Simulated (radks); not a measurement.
The nitrogen anion N3-, [Ne], held by a Watson sphere: a shell of charge +3 at radius R that stands for the Madelung well of a crystal (potential energy -3/R inside, -3/r outside, in hartree with lengths in bohr). Calculated with a radial shooting solver on a logarithmic mesh with Libxc functionals: non-relativistic Kohn-Sham, PBEsol, spin-polarised, spherical densities, point nucleus. Response by self-consistent Sternheimer equations with the Hartree and adiabatic LDA kernel. The sphere does not respond.

| R (bohr) | e(1s) (eV) | e(2s) (eV) | e(2p) (eV) | <r> 2p (bohr) | sum of <r^2> (bohr^2) | X-ray form factor at sin(theta)/lambda = 0.3 1/angstrom | alpha (bohr^3) |
|---|---|---|---|---|---|---|---|
| 1.91 | -375.77 | -18.842 | -7.798 | 1.713 | 27.80 | 3.315 | 18.42 |
| 2.19 | -376.31 | -17.509 | -6.854 | 1.829 | 31.54 | 3.203 | 25.43 |
| 2.31 | -376.47 | -17.012 | -6.489 | 1.878 | 33.19 | 3.175 | 29.14 |
| 2.86 | -376.86 | -15.250 | -5.101 | 2.100 | 41.29 | 3.128 | 53.45 |
| 2.97 | -376.89 | -14.986 | -4.875 | 2.145 | 43.03 | 3.128 | 60.09 |
| 2.98 | -376.89 | -14.963 | -4.855 | 2.149 | 43.19 | 3.129 | 60.73 |
| 3.71 | -376.93 | -13.762 | -3.712 | 2.440 | 55.98 | 3.148 | 125.9 |
| 3.81 | -376.92 | -13.653 | -3.593 | 2.480 | 57.91 | 3.151 | 138.1 |
| 3.95 | -376.91 | -13.517 | -3.439 | 2.536 | 60.69 | 3.154 | 156.8 |
